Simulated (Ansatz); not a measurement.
Z-matrix (Å, degrees):
```
C
Sn 1 2.124
H 1 1.090 2 109.3
H 1 1.090 2 109.4 3 -119.7
H 1 1.091 2 110.4 3 120.1
F 2 1.932 1 104.3 3 58.4
H 2 1.706 1 114.7 3 171.9
H 2 1.706 1 114.7 3 -55.0
```

Charge 0, multiplicity 1. Sn takes the def2 core potential.

Problem. List the ωB97M-V/def2-TZVPP orbital energies in eV (the Gaussian-basis code of Ansatz). (Estimate.)

Solution. Computed: Occupied: -675.74, -281.68, -143.27, -97.90, -97.81, -97.78, -34.14, -31.46, -31.44, -31.34, -31.34, -30.98, -22.42, -16.99, -14.31, -14.31, -13.22, -13.19, -13.10, -11.31, -10.91. Lowest empty: 1.07, 1.60, 2.52, 2.69, 3.32, 4.01, 4.36, 4.91.
